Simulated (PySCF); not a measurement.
Excitations are Tamm–Dancoff values on a coarser integration grid. The basis has no diffuse functions, so Rydberg states are missing or too high.

**[Al(H)3(H2S)] (charge 0, multiplicity 1)**

Computed with PySCF with PBE-D3(BJ)/def2-TZVP // B3LYP-D3(BJ)/def2-SVP.

* **HOMO**: -6.57 eV
* **dipole moment**: 3.57 D
* **HOMO–LUMO gap**: 4.91 eV
* **LUMO**: -1.65 eV
* **S1 excitation (TDA)**: 4.93 eV
* **S1 oscillator strength**: 0.000
* **T1 excitation (TDA)**: 4.88 eV
* **S1–T1 gap (TDA)**: 0.06 eV
* **charge on the central atom (Mulliken)**: 0.13 e
* **charge on the central atom (meta-Löwdin)**: 0.16 e
* **total energy**: -643.3046 Ha
* **cost**: very roughly 2.2 core-minutes

```xyz
7

Al    -0.1646     0.0709    -0.1724
H     -0.4685    -1.4828    -0.3448
H      0.4855     0.8816    -1.3796
H     -0.9570     0.8819     0.9491
S      2.0715    -0.2441     1.1420
H      2.2346     1.0413     1.5357
H      1.5441    -0.6161     2.3326
```
Charge 0, spin multiplicity 1.
